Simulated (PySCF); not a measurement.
**F⁺ (fluorine, charge +1) across methods**

[He] 2s2 2p3 3s1, high-spin 5S determinant (an excited configuration). Computed with PySCF 2.14 in aug-cc-pCVQZ-DK (9s8p6d4f2g, 109 functions), with the spin-free X2C one-electron Hamiltonian (Gaussian nucleus).

```
method  E (hartree)  mean ε 2s β (eV)  mean ε 2p α (eV)  mean ε 3s α (eV)  Σ⟨r²⟩ (bohr²)   ⟨S²⟩
r2SCAN     -98.3607           -53.885           -43.276           -10.281          16.16  6.002
M06-2X     -98.3743           -58.770           -47.873           -11.794          16.09  6.002
   PBE     -98.3002           -53.535           -41.914           -10.207          16.00  6.001
 HSE06     -98.3245           -55.472           -44.726           -10.560          15.99  6.001
  BLYP     -98.3833           -53.843           -41.694           -10.031          15.93  6.001
   LDA     -97.7306           -53.430           -41.978           -10.285          15.95  6.001
   UHF    -98.16638           -61.106           -54.257           -12.714          16.14  6.003
  PBE0     -98.3160           -55.913           -45.173           -10.927          16.03  6.001
```

The outer electron is Rydberg-like, and this basis confines it to a smaller radius and binds it less than a complete one would.
